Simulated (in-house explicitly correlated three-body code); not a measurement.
Computed with an exponentially correlated three-body code. Model: two electrons around a point charge, non-relativistic, variational in 260 exponentially correlated functions (energies converged to about 1e-7 hartree, or 1e-8 relative for large Z).

Command:
```bash
python run_hyl.py task.json out
```
Settings (lengths in bohr, energies in hartree):
```
Z                      2.5
screening              0.025
interaction_strength   1
functions              260
states_tried           13
```

Time taken, with all properties: 53 s on 1 thread of Intel(R) Xeon(R) Platinum 8488C (Sapphire Rapids), on a shared host.

**Those bound S and P states to n = 4 that converged, binding against the one-electron ion.**

Given: nuclear charge 2.5; Yukawa screening of all interactions 0.025 1/bohr.

Computed: one-electron threshold -3.06296567 hartree.

```tsv
term	energy (hartree)	binding (eV)
1 1S	-4.74268267	45.707
2 3S	-3.38839289	8.8553
2 1S	-3.33945117	7.5236
2 3P	?	?
2 1P	-3.30472796	6.5787
3 3S	-3.17524169	3.0552
3 1S	?	?
3 3P	-3.15917548	2.618
3 1P	-3.15300346	2.4501
4 3S	-3.11038305	1.2903
4 1S	-3.10565065	1.1615
4 3P	-3.10415642	1.1209
4 1P	-3.10168949	1.0537
```

**Question.** What belongs in the row 2 3P?

**Answer.** energy (hartree): -3.32544586; binding (eV): 7.1424.

**Question.** What belongs in the row 3 1S?

**Answer.** energy (hartree): -3.16277387; binding (eV): 2.7159.

**Converged states only, values per electron or pair (inverse distances are <exp(-kr)/r>).**

```json
{"term": "1 1S", "mean r (bohr)": "0.70861", "mean r squared (bohr²)": "0.68688", "mean inverse r (1/bohr)": "2.1631", "mean r12 (bohr)": "1.0737", "mean inverse r12 (1/bohr)": "1.2318", "mean cosine": "-0.052003", "mean p1 dot p2 (bohr⁻²)": "0.22361", "delta r1 (bohr⁻³)": "3.7869", "delta r12 (bohr⁻³)": "0.26466"}
{"term": "2 3S", "mean r (bohr)": "?", "mean r squared (bohr²)": "?", "mean inverse r (1/bohr)": "?", "mean r12 (bohr)": "?", "mean inverse r12 (1/bohr)": "?", "mean cosine": "?", "mean p1 dot p2 (bohr⁻²)": "?", "delta r1 (bohr⁻³)": "?", "delta r12 (bohr⁻³)": "-"}
{"term": "2 1S", "mean r (bohr)": "2.119", "mean r squared (bohr²)": "7.947", "mean inverse r (1/bohr)": "1.4225", "mean r12 (bohr)": "3.7023", "mean inverse r12 (1/bohr)": "0.33765", "mean cosine": "-0.014991", "mean p1 dot p2 (bohr⁻²)": "0.01547", "delta r1 (bohr⁻³)": "2.5888", "delta r12 (bohr⁻³)": "0.027513"}
{"term": "2 3P", "mean r (bohr)": "1.8482", "mean r squared (bohr²)": "6.0473", "mean inverse r (1/bohr)": "1.4224", "mean r12 (bohr)": "3.1951", "mean inverse r12 (1/bohr)": "0.36497", "mean cosine": "-0.047611", "mean p1 dot p2 (bohr⁻²)": "-0.16335", "delta r1 (bohr⁻³)": "2.4521", "delta r12 (bohr⁻³)": "-"}
{"term": "2 1P", "mean r (bohr)": "2.0012", "mean r squared (bohr²)": "7.172", "mean inverse r (1/bohr)": "1.4097", "mean r12 (bohr)": "3.4597", "mean inverse r12 (1/bohr)": "0.34303", "mean cosine": "0.0027192", "mean p1 dot p2 (bohr⁻²)": "0.12669", "delta r1 (bohr⁻³)": "2.4907", "delta r12 (bohr⁻³)": "0.0034016"}
{"term": "3 3S", "mean r (bohr)": "4.1915", "mean r squared (bohr²)": "34.661", "mean inverse r (1/bohr)": "1.3169", "mean r12 (bohr)": "7.8158", "mean inverse r12 (1/bohr)": "0.14155", "mean cosine": "-0.0039777", "mean p1 dot p2 (bohr⁻²)": "0.0032333", "delta r1 (bohr⁻³)": "2.5192", "delta r12 (bohr⁻³)": "-"}
{"term": "3 1S", "mean r (bohr)": "4.5622", "mean r squared (bohr²)": "41.511", "mean inverse r (1/bohr)": "1.3114", "mean r12 (bohr)": "8.5523", "mean inverse r12 (1/bohr)": "0.13941", "mean cosine": "-0.0044819", "mean p1 dot p2 (bohr⁻²)": "0.004327", "delta r1 (bohr⁻³)": "2.5144", "delta r12 (bohr⁻³)": "0.007785"}
{"term": "3 3P", "mean r (bohr)": "4.3319", "mean r squared (bohr²)": "37.793", "mean inverse r (1/bohr)": "1.3113", "mean r12 (bohr)": "8.1004", "mean inverse r12 (1/bohr)": "0.1459", "mean cosine": "-0.012789", "mean p1 dot p2 (bohr⁻²)": "-0.04276", "delta r1 (bohr⁻³)": "2.4772", "delta r12 (bohr⁻³)": "-"}
{"term": "3 1P", "mean r (bohr)": "4.566", "mean r squared (bohr²)": "42.153", "mean inverse r (1/bohr)": "1.3076", "mean r12 (bohr)": "8.5575", "mean inverse r12 (1/bohr)": "0.13997", "mean cosine": "0.00090353", "mean p1 dot p2 (bohr⁻²)": "0.037554", "delta r1 (bohr⁻³)": "2.4875", "delta r12 (bohr⁻³)": "0.0011319"}
{"term": "4 3S", "mean r (bohr)": "?", "mean r squared (bohr²)": "?", "mean inverse r (1/bohr)": "?", "mean r12 (bohr)": "?", "mean inverse r12 (1/bohr)": "?", "mean cosine": "?", "mean p1 dot p2 (bohr⁻²)": "?", "delta r1 (bohr⁻³)": "?", "delta r12 (bohr⁻³)": "-"}
{"term": "4 1S", "mean r (bohr)": "8.1686", "mean r squared (bohr²)": "139.49", "mean inverse r (1/bohr)": "1.2734", "mean r12 (bohr)": "15.752", "mean inverse r12 (1/bohr)": "0.068619", "mean cosine": "-0.0017923", "mean p1 dot p2 (bohr⁻²)": "0.0016965", "delta r1 (bohr⁻³)": "2.4972", "delta r12 (bohr⁻³)": "0.0030604"}
{"term": "4 3P", "mean r (bohr)": "7.9859", "mean r squared (bohr²)": "134.28", "mean inverse r (1/bohr)": "1.2733", "mean r12 (bohr)": "15.39", "mean inverse r12 (1/bohr)": "0.070916", "mean cosine": "-0.0049404", "mean p1 dot p2 (bohr⁻²)": "-0.016358", "delta r1 (bohr⁻³)": "2.4829", "delta r12 (bohr⁻³)": "-"}
{"term": "4 1P", "mean r (bohr)": "8.318", "mean r squared (bohr²)": "145.93", "mean inverse r (1/bohr)": "1.2718", "mean r12 (bohr)": "16.05", "mean inverse r12 (1/bohr)": "0.068465", "mean cosine": "0.00036707", "mean p1 dot p2 (bohr⁻²)": "0.015021", "delta r1 (bohr⁻³)": "2.4869", "delta r12 (bohr⁻³)": "0.0004701"}
```

**Question.** What belongs in the row 2 3S?

**Answer.** mean r (bohr): 1.8816; mean r squared (bohr²): 6.0807; mean inverse r (1/bohr): 1.4429; mean r12 (bohr): 3.2472; mean inverse r12 (1/bohr): 0.34148; mean cosine: -0.014182; mean p1 dot p2 (bohr⁻²): 0.012333; delta r1 (bohr⁻³): 2.6139.

**Question.** What belongs in the row 4 3S?

**Answer.** mean r (bohr): 7.6389; mean r squared (bohr²): 121.41; mean inverse r (1/bohr): 1.2757; mean r12 (bohr): 14.695; mean inverse r12 (1/bohr): 0.069872; mean cosine: -0.0015454; mean p1 dot p2 (bohr⁻²): 0.0012314; delta r1 (bohr⁻³): 2.4989.

**Electric-dipole lines between converged S and P states, rate of the upper state's decay.**

| s state | p state | p minus s (eV) | oscillator strength from s | rate (1/s) |
| --- | --- | --- | --- | --- |
| 1 1S | 2 1P | 39.129 | 0.38022 | 8.4201e+09 |
| 1 1S | 3 1P | 43.257 | 0.093689 | 2.5357e+09 |
| 1 1S | 4 1P | 44.654 | 0.035402 | 1.021e+09 |
| 2 1S | 2 1P | 0.94487 | 0.27401 | 3.5384e+06 |
| 2 1S | 3 1P | 5.0735 | 0.21007 | 7.8212e+07 |
| 2 1S | 4 1P | 6.4698 | 0.059864 | 3.6244e+07 |
| 3 1S | 2 1P | -3.8628 | -0.11112 | 7.1943e+07 |
| 3 1S | 3 1P | ? | ? | ? |
| 3 1S | 4 1P | 1.6622 | 0.20015 | 7.9983e+06 |
| 4 1S | 2 1P | -5.4172 | -0.020537 | 2.6151e+07 |
| 4 1S | 3 1P | -1.2885 | -0.23635 | 1.7028e+07 |
| 4 1S | 4 1P | ? | ? | ? |
| 2 3S | 2 3P | 1.7129 | 0.3961 | 1.6809e+07 |
| 2 3S | 3 3P | 6.2373 | 0.13131 | 7.3891e+07 |
| 2 3S | 4 3P | 7.7345 | 0.042033 | 3.637e+07 |
| 3 3S | 2 3P | -4.0873 | -0.14659 | 1.0626e+08 |
| 3 3S | 3 3P | 0.43718 | 0.66417 | 1.8361e+06 |
| 3 3S | 4 3P | 1.9343 | 0.11592 | 6.2734e+06 |
| 4 3S | 2 3P | -5.8522 | -0.024553 | 3.6488e+07 |
| 4 3S | 3 3P | -1.3277 | -0.31128 | 2.381e+07 |
| 4 3S | 4 3P | 0.16944 | 0.92062 | 382270 |

**Question.** What belongs in the row 3 1S 3 1P?

**Answer.** p minus s (eV): 0.26587; oscillator strength from s: 0.47017; rate (1/s): 480700.

**Question.** What belongs in the row 4 1S 4 1P?

**Answer.** p minus s (eV): 0.10779; oscillator strength from s: 0.66322; rate (1/s): 111450.

**Static dipole response.**

```
state  polarisability (bohr³)
 1 1S                 0.45569
```
